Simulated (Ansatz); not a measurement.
Cl2OTa (SMILES [O]=[Ta+]([Cl])[Cl]), charge +1, singlet, geometry from GFN2-xTB (such geometries of metal compounds can be far from the true shape) (the multiplicity is a formal guess) (core potentials on Ta); PBE0/def2-SV(P) in Ansatz (a program for electronic structure).

Here is a job for Ansatz.
Ansatz 0.2 input:
```yaml
crystal:
  periodic: [false, false, false]
  atoms:
    - {symbol: Ta, position_ang: [-0.29651903, -0.03613726, 0.26453200]}
    - {symbol: O, position_ang: [-1.08687266, -1.27977633, -0.62214267]}
    - {symbol: Cl, position_ang: [-0.01186980, 1.56089322, -1.27367303]}
    - {symbol: Cl, position_ang: [1.79662687, -0.80346789, 0.43051453]}
basis:
  gaussian:
    orbitals: def2-SV_P_.json
    fitting: {mean_field: def2-universal-JKFIT}
hamiltonian:
  xc: pbe0
total_charge: 1
```
The basis file holds def2-SV(P) in the JSON format of the Basis Set Exchange.

Question: Predict the main parts of the log of this Ansatz run.

Answer: 
```
Functional definition: PBE0
560 factors; integrals over basis functions are off by at most 9.0e-2 eV
mean field evaluation 1: about -28600.1554 eV, gradient 9.3e1 eV
mean field evaluation 2: about -28356.9064 eV, gradient 2.6e2 eV
mean field evaluation 4: about -28618.3324 eV, gradient 9.9e0 eV
mean field evaluation 8: about -28618.5593 eV, gradient 3.6e-1 eV
mean field evaluation 16: about -28618.5602 eV, gradient 5.7e-5 eV
mean field -28618.56023378 eV, -1051.7126902345 hartree, gradient 2.2e-5 eV, S^2 0.000000; 0 other end points of the search recorded, 0 dependent functions left out
reference -28618.56027267 eV, -1051.7126916638 hartree; 27, 27 occupied and 48, 48 virtual orbitals, 560 factors
Total energy: -28618.56027267 eV, -1051.7126916638 hartree
```
